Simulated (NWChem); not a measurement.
System: BiBr2, doublet; SMILES [Br][Bi][Br]

```xyz
3

Bi     0.0000     0.0000     0.7348
Br    -2.0133     0.0000    -0.9230
Br     2.0133     0.0000    -0.9230
```
Atoms are numbered in this order, from 1.

Level: PBE0/def2-SVP with def2 effective core potentials on Bi, spin-unrestricted (NWChem), optimised geometry, unscaled harmonic frequencies. In the optimisation the excess spin sits in b2 (C2v, its own frame). This build's default masses of Se (78.918 u) and Br (79.917 u) are each other's, which moves their modes by up to 0.6 %. The spin multiplicity was typed, not searched, and may not be the lowest. def2 effective core potentials on Bi; no spin-orbit coupling.

Question: List the harmonic frequencies with IR intensities, and the thermochemistry.

Answer: 
```json
[
 {"frequency (cm⁻¹)": "66", "IR intensity (km/mol)": "0.7"},
 {"frequency (cm⁻¹)": "223", "IR intensity (km/mol)": "34.7"},
 {"frequency (cm⁻¹)": "229", "IR intensity (km/mol)": "10.7"}
]
```

```json
{
 "zero_point_energy": "0.7 kcal/mol",
 "thermal correction to the enthalpy at 298.15 K (with zero-point energy)": "4.3 kcal/mol",
 "heat capacity Cv": "11.5 cal/(mol K)",
 "entropy at 298.15 K and 1 atm (symmetry number 2, electronic part: spin degeneracy alone)": "81.9 cal/(mol K)"
}
```

Rigid rotor and harmonic oscillator; modes under 100 cm⁻¹ make the entropy uncertain.
